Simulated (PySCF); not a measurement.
Assigning NMR signals

Mapped SMILES: `[CH3:1][NH:2][C:3](=[O:4])[C@H:5]([SiH3:6])[O:7][SiH3:8]`. Hydrogens are named by the atom that carries them.

- geometry from GFN2-xTB
- NMR shieldings at PBE0/pcSseg-1/GIAO
- program: PySCF 2.14
- averaged over atoms made equivalent by symmetry, fast rotation or ring inversion, gas phase, non-relativistic Hamiltonian, single conformer

Shifts are taken against calculated references (same method and geometry level): ¹³C (σ = 186.93 ppm), ¹H (σ = 31.72 ppm) vs TMS.

Task: Assign these signals to the numbered atoms. ¹³C{¹H} NMR (computed): δ 178.0 (C), 65.1 (CH), 26.6 (CH3).

Result: 
| δ (ppm) | atoms | environment | reason |
| --- | --- | --- | --- |
| 178.0 | C3 | amide carbonyl carbon | lone-pair donation from the attached heteroatom keeps it upfield of a ketone carbonyl |
| 65.1 | C5 | sp3 CH bonded to O and Si, α to a carbonyl | the inductive effect lowers its shielding |
| 26.6 | C1 | methyl carbon bonded to N | deshielded by the electronegative neighbour |

Task: Assign these signals to the numbered atoms. ¹H NMR (400 MHz, computed): δ 5.04 (s, 3H), 4.37 (q, 1H), 4.12 (br, 1H), 3.92 (d, 3H), 3.23 (d, 3H).

Result: 
| δ (ppm) | atoms | environment | reason |
| --- | --- | --- | --- |
| 5.04 | H(Si8) | hydrogen on a silicon bonded to O | – |
| 4.37 | H(C5) | hydrogen on an sp3 CH bonded to O and Si, α to a carbonyl | its carbon carries O, hence the downfield position |
| 4.12 | H(N2) | hydrogen on an amide-type nitrogen | exchangeable, gas-phase position |
| 3.92 | H(Si6) | hydrogen on a silicon bonded to C | – |
| 3.23 | H(C1) | hydrogen on a methyl carbon bonded to N | its carbon carries N, hence the downfield position |

OH/NH shifts are gas-phase values; hydrogen bonding in solution moves them, usually downfield. Amide-type NH protons are broadened by 14N but still split neighbouring CH signals. Shifts are as computed. Against solution values, carbons near 30 ppm lie about +3 ppm off and those near 130 ppm about +5 ppm. Of 1309 compounds with measured shifts, 239 miss one by over three times the rms of a fit or turn the order of signals round; such compounds aren't used in these exercises. Hydrogen bonding in solution deshields acid and N–H amide carbonyl carbons by as much as 10 ppm beyond these values. Multiplicities follow the n + 1 count of equivalent neighbours, as no J values were calculated; m marks all less simple cases, F and P coupling included.
